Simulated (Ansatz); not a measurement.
`[F][SnH2][I]` + NH₃ → `[NH2][SnH2][F]` + HI  (ligand exchange at the Sn–I bond)

Isolated molecules relaxed with PBE0-D4/def2-TZVP in Ansatz; ΔE leaves out vibrations. CBS: MP2 limit from def2 TZ/QZ plus the TZ coupled-cluster correction, frozen cores. This one scheme is used for every species. DFT in def2-TZVPP. Elements past krypton have def2 core potentials. For I, Sn outer-core shells are correlated without core-valence functions, which leaves a few kJ/mol of doubt a bond. Each species was taken in one conformer, which may not be the lowest.

CCSD(T)/CBS gives +108.5 kJ/mol.

Another level gave +112.3 kJ/mol. Which?
A. HF/def2-TZVPP
B. B2PLYP/def2-TZVPP
C. r2SCAN-D4/def2-TZVPP
D. SCS-MP2/def2-TZVPP

A. HF/def2-TZVPP 112.3, r2SCAN-D4 108.0, SCS-MP2/def2-TZVPP 98.2, B2PLYP 102.8 kJ/mol.

Largest T1 diagnostic among the species: 0.013.

In def2-TZVPP, CCSD(T) changes the Hartree–Fock value by −17.2 kJ/mol (the triples alone add −1.1 kJ/mol) and MP2 by −10.3 kJ/mol. From PBE to PBE0 (25 % exact exchange), in def2-TZVPP and without D4, ΔE moves by +4.2 kJ/mol.
